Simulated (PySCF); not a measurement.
Radial density of Xe³⁴⁺ (xenon, charge +34)

M06, [Ar] 3d2, high-spin 3F determinant. Computed with PySCF 2.14 in an even-tempered Gaussian basis (16 s from 5.6 bohr⁻², ratio 2.5; 11 p from 7.3 bohr⁻², ratio 2.5; 7 d from 7.3 bohr⁻², ratio 2.5; 4 f from 25 bohr⁻², ratio 2.7; 3 g from 38 bohr⁻², ratio 2.7), with no relativity, point nucleus.

| r (bohr) | 4πr²ρ (e/bohr) | 4πr²(ρα − ρβ) |
| --- | --- | --- |
| 0.000561 | 0.4144 | 0.0000 |
| 0.000944 | 1.125 | -0.0001 |
| 0.00159 | 2.970 | -0.0001 |
| 0.00267 | 7.479 | -0.0003 |
| 0.00449 | 17.39 | -0.0008 |
| 0.00755 | 35.42 | -0.0016 |
| 0.0127 | 57.93 | -0.0024 |
| 0.0214 | 68.19 | 0.0000 |
| 0.0360 | 60.57 | 0.0404 |
| 0.0605 | 74.83 | 0.4479 |
| 0.102 | 77.14 | 2.8431 |
| 0.171 | 38.92 | 8.0177 |
| 0.288 | 41.62 | 6.3564 |
| 0.484 | 5.440 | 0.6385 |
| 0.814 | 0.03307 | 0.0038 |

A non-relativistic calculation at this Z misses sizeable relativistic shifts. Spin-orbit coupling, absent here, splits the open shell strongly.

(1) Where is the radial spin density 4πr²(ρα − ρβ) most negative, and why is it negative at all?

Results:

(1) Around r = 0.0127 bohr, down to -0.0024 e/bohr: exchange with the open shell polarises the paired shells in an unrestricted calculation.
